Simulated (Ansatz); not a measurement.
CH7ClOSi2 can be A, `[SiH3]O[SiH2]CCl`, or B, `CO[SiH2][SiH2]Cl`.

Isolated molecules relaxed with PBE0-D4/def2-TZVP in Ansatz; ΔE leaves out vibrations. CCSD(T)/CBS is the MP2 limit (def2-TZVPP, def2-QZVPP) plus CCSD(T) − MP2 in def2-TZVPP, frozen cores. DFT in def2-TZVPP. One conformer a species, not always the lowest.

**Question.** Which is lower in electronic energy at CCSD(T)/CBS, and by how much? (An estimate is asked.)

**Answer.** Ansatz gave: A, by 11.7 kcal/mol.

**Question.** Give E(B) − E(A) in kcal/mol with CCSD(T)/def2-SVP, PBE-D4, PBE0-D4, LDA (SPW92), MP2/def2-TZVPP, CCSD/def2-TZVPP, r2SCAN-D4. (Estimate.)

**Answer.** Ansatz gave: CCSD(T)/def2-SVP 8.0, PBE-D4 6.0, PBE0-D4 7.4, LDA (SPW92) 7.2, MP2/def2-TZVPP 13.2, CCSD/def2-TZVPP 11.6, r2SCAN-D4 9.5. None reverses the order clearly.

**Question.** Does the order hold for the free energy at 298.15 K (harmonic terms from PBE0-D4)? (An estimate is asked.)

**Answer.** Ansatz gave: Yes: G(B) − G(A) = +12.6 kcal/mol, for one conformer each. Modes under 60 cm⁻¹, often nearly free rotors, make the harmonic entropy too high.

Largest T1 diagnostic: 0.011.

Leaving LDA and LC-ωPBE aside and taking each functional with its dispersion term where it has one, the values, not all of them listed here, spread over 5.9 kcal/mol, from PBE-D4 to BHLYP-D4. LDA lies +2.0 kcal/mol from PBE without D4. At CCSD(T), def2-SVP lies −3.6 kcal/mol from the extrapolated value and def2-TZVPP −0.2 kcal/mol.
